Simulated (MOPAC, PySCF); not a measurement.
System: AlF₄ (anion, charge -1), singlet: flattening of a tetrahedron along the D2d path, bond length relaxed. Scanned: the two opposite F-Al-F angles (109.47 = tetrahedral, 180 = square planar). Other coordinates (Al-F bond length) were minimised at PBE0/def2-TZVP. Each profile is relative to its own lowest point.

```
a / °       A      B      C
------  -----  -----  -----
90       55.2   50.4   40.1
96.50    22.6   22.5   16.4
101.50    8.1    8.4    5.9
106.34    1.3    1.2    0.8
109.47    0.0    0.0    0.0
116.50    5.3    5.6    3.8
123      18.5   19.2   13.6
133      50.1   51.1   38.1
143      89.0   91.2   68.6
153     128.5  133.3   99.8
163     161.7  170.3  126.2
173     182.3  194.0  142.5
180     186.7  199.2  146.0
```

Energies in kJ/mol.

Problem. Assign the columns to these levels of theory: PM3, restricted, heats of formation in MOPAC; PM7, restricted, heats of formation (MOPAC); restricted BP86/6-31G*, spherical d (PySCF).

Solution. A is RKS-BP86/6-31G*; B is PM3; C is PM7.
